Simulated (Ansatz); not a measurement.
ClFH$_{4}$Si$_{2}$ (`F[SiH2][SiH2]Cl`) at its PBE0-D4/def2-TZVP geometry, where that method's forces vanish. Total charge 0; spin multiplicity 1.

```xyz
8

F     2.0384   -0.8770    0.4647
Si    0.6023   -1.0045   -0.2371
Si   -0.6981    0.8754    0.2876
Cl    0.1595    2.5509   -0.5502
H    -0.0476   -2.2433    0.2663
H     0.8086   -1.1090   -1.7035
H    -2.0621    0.7171   -0.2802
H    -0.8010    1.0905    1.7524
```

(1) What forces (eV/Å) does PBE-D4/def2-TZVPP give on these atoms in Ansatz 0.2.0? (An estimate is asked.)

Answers

(1) Ansatz gave: 
```
F1   0.563  0.050  0.271
Si2 -0.430  0.032 -0.157
Si3  0.010 -0.133  0.005
Cl4  0.116  0.225 -0.109
H5  -0.088 -0.151  0.050
H6   0.013 -0.016 -0.177
H7  -0.163 -0.026 -0.055
H8  -0.021  0.018  0.172
```
